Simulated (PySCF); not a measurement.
# Identify the compound

The spectra below were simulated for a compound C5H9NOSi2.

¹H NMR (300 MHz, computed): δ 9.99 (s, 1H), 7.69 (d, 1H), 6.87 (d, 1H), 6.33 (m, 1H), 5.30 (m, 1H), 4.89 (s, 3H), -0.10 (br s, 1H).

¹³C{¹H} NMR (computed): δ 194.3 (CH), 163.7 (C), 157.2 (CH), 151.8 (CH), 139.1 (CH).

PySCF 2.14.0 with density-fitted response routines calculation with structure optimised with GFN2-xTB and shielding tensors at PBE0/pcSseg-1 (GIAO); relativity neglected, one conformer, gas phase, equivalent nuclei averaged.

Referencing at the same level of theory: ¹H (σ = 31.72 ppm) and ¹³C (σ = 186.93 ppm) against TMS.

Question: Choose the structure that fits.
A. C#CC(=O)[C@@H]1C[SiH2][Si@H]1N
B. C=C1C[C@](C#N)(O[SiH3])[SiH2]1
C. O=CC1=C[Si@H](N[SiH3])C=C1
D. O=CNC1=C[SiH2]C=C[SiH2]1
E. N#CC1=C(CCO)[SiH2][SiH2]1
F. N#C[C@@]12CO[C@@H](C1)[SiH2][SiH2]2

Answer: C. 

1. The formula gives 4 degrees of unsaturation (1 ring in the answer).
2. 5 carbon signals for 5 carbons: no two carbons are equivalent.
3. Carbon types of the structure: 1 × C, 4 × CH, leaving 5 H on heteroatoms.
4. δC 194.3: aldehyde carbonyl carbon; the double bond to the heteroatom, with no lone-pair donor beside it, deshields it most.
5. δC 163.7: α carbon of a C=C–C=O unit; an sp2 carbon of a C=C bond.
6. δC 157.2: β carbon of a C=C–C=O unit; conjugation with the carbonyl draws π density from the β position.
7. δC 151.8, 139.1: alkene CH; the olefinic region.
8. δH 9.99: hydrogen on an aldehyde carbonyl carbon; the C=O anisotropy and electron withdrawal place aldehyde protons far downfield.

The others: N#CC1=C(CCO)[SiH2][SiH2]1 would give 4 signals for carbon-bound and other non-exchanging H, not 6; C=C1C[C@](C#N)(O[SiH3])[SiH2]1 would give 7 signals for carbon-bound and other non-exchanging H, not 6; N#C[C@@]12CO[C@@H](C1)[SiH2][SiH2]2 would give 9 signals for carbon-bound and other non-exchanging H, not 6; O=CNC1=C[SiH2]C=C[SiH2]1 has carbons computed at 165.1, 162.2, 151.6, 142.3, 117.1; C#CC(=O)[C@@H]1C[SiH2][Si@H]1N would give 7 signals for carbon-bound and other non-exchanging H, not 6.

OH and NH positions are those of a molecule without intermolecular hydrogen bonds; in solution they move with solvent, concentration and temperature, and exchange usually removes their couplings. Shifts are as computed. Against solution values, carbons near 30 ppm lie about +3 ppm off and those near 130 ppm about +5 ppm. Of 1309 compounds with measured shifts, 239 miss one by over three times the rms of a fit or turn the order of signals round; such compounds aren't used in these exercises. Multiplicities follow the n + 1 count of equivalent neighbours, as no J values were calculated; m marks all less simple cases, F and P coupling included.
